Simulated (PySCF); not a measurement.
## Spinor energies of Ir⁷⁵⁺ (iridium, charge +75)

Start: 1s2. Calculated with PySCF 2.14 in an uncontracted even-tempered set (15 s from 260 bohr⁻², ratio 2.4; 11 p from 340 bohr⁻², ratio 2.4; 3 d from 1100 bohr⁻², ratio 2.6; 3 f from 1600 bohr⁻², ratio 2.6): generalised Hartree-Fock with the X2C-1e Hamiltonian and a Gaussian nucleus; one run each with spin-orbit coupling (SO) switched off, then screened by Boettger's factors, then bare.

| spinor shell | electrons | ε, spin-free (eV) | ε, screened SO (eV) | ε, bare SO (eV) | weight of nominal j (screened SO) | rms radius, screened SO (bohr) |
| --- | --- | --- | --- | --- | --- | --- |
| 1s1/2 | 2 | -86669.8 | -86669.8 | -86669.8 | 1.000 | 0.0196 |

```
   quantity    spin-free  screened SO      bare SO
E (hartree)  -6428.33715  -6428.33715  -6428.33715
        M_J            0            0            0
       ⟨J²⟩        0.000        0.000        0.000
       ⟨L²⟩        0.000        0.000        0.000
       ⟨S²⟩        0.000        0.000        0.000
```

Breit and QED terms are absent; they matter most for the inner s and p1/2 levels.

Densities and radii are taken from the X2C orbitals without a picture-change correction, which distorts them close to the nucleus.

Without spin-orbit coupling the j labels of p, d and f shells carry no meaning; the spin-free column gives the mean over the occupied spinors of each nl shell.
